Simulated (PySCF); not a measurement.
C2H5ClGeO2.
SMILES: `Cl[CH2][GeH2][C](=O)O`

A linear-response calculation (PySCF, def2-SVPD basis, gas phase, vertical, core orbitals frozen in the response) gave these numbers; the functional is withheld.

Orbital energies (eV): HOMO-3 -11.68, HOMO-2 -10.65, HOMO-1 -10.13, HOMO -9.92, LUMO 1.01, LUMO+1 1.69, LUMO+2 1.75.

| state | E (eV) | f | main configurations (H = HOMO, L = LUMO) |
| --- | --- | --- | --- |
| S1 | 5.25 | 0.0031 | H→L (82%) |
| S2 | 6.84 | 0.030 | H-1→L (28%), H-1→L+1 (27%), H-1→L+2 (22%) |
| S3 | 7.09 | 0.0061 | H-1→L (60%), H-1→L+1 (15%), H-1→L+2 (12%) |
| S4 | 7.27 | 0.0020 | H-2→L+1 (34%), H-2→L+2 (34%), H-2→L (15%) |
| S5 | 7.58 | 0.113 | H→L+2 (52%), H→L+1 (17%), H-3→L (10%) |
| S6 | 7.74 | 0.076 | H→L+1 (53%), H→L+2 (11%) |

Triplets (Tamm–Dancoff): T1 4.65 eV, H→L (82%); T2 5.99 eV, H-3→L (72%); T3 6.19 eV, H-1→L+1 (32%), H-1→L+2 (32%), H-1→L (9%); T4 6.63 eV, H-2→L+1 (37%), H-2→L+2 (35%).

Vertical ionisation energy by ΔSCF with the same functional: 10.21 eV. Mean static polarisability: 75.8 au.

**Question.** Which of these was used?
A. PBE0
B. HF
C. wB97X-D
D. PBE

**Answer.** C. wB97X-D is range-separated, 22% exact exchange at short range and 100% at long range (ω = 0.2 bohr⁻¹). In this run −ε(HOMO) = 9.92 eV differs from the ΔSCF value by -0.28 eV, and S1 differs from the orbital gap of 10.93 eV by -5.68 eV. The ratio −ε(HOMO)/IP is 0.97. Usual ranges for neutral molecules in this basis: 0.89 to 0.99 with wB97X-D, 0.5 to 0.7 with PBE, 0.7 to 0.83 with PBE0; Hartree–Fock can't fall below 1, since the ion's relaxation only lowers the ΔSCF value.

Method: TDDFT wB97X-D/def2-SVPD, vertical, gas phase, core orbitals frozen in the response (PySCF 2.14.0, density-fitted response routines). The structure is a single PBE0-D3(BJ)/def2-SVP conformer in the gas phase; no vibrational or solvent corrections. The wB97X-D/def2-SVPD calculation is non-relativistic and has no spin–orbit coupling, an omission that weighs most on germanium.

Conformer computed: `[O:1]=[C:2]([OH:3])[GeH2:4][CH2:5][Cl:6]`: O1–C2–Ge4–C5 52°, C2–Ge4–C5–Cl6 65°, H–O3–C2–O1 0°.
